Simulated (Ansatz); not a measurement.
Consider the formal exchange of groups at a B–N bond: `CNB(F)[SiH2]Cl` + CH₃OH → `OCB(F)[SiH2]Cl` + CH₃NH₂.

Calculated with Ansatz (gas phase, PBE0-D4/def2-TZVP geometries, no zero-point term in ΔE). CBS: MP2 limit from def2 TZ/QZ plus the TZ coupled-cluster correction, frozen cores. This one scheme is used for every species. Functionals use def2-TZVPP. Each species was taken in one conformer, which may not be the lowest.

| level | ΔE (eV) |
| --- | --- |
| r2SCAN-D4 | 1.59 |
| B2PLYP | 1.61 |
| PBE0 | 1.57 |
| HF/CBS(def2) | 1.61 |

Task: What does CCSD(T)/CBS give? (Estimate.)

Result: The calculation gave: +1.59 eV. The listed levels differ from it by 0.00, 0.02, -0.02, 0.02 eV.

Largest T1 diagnostic among the species: 0.012.
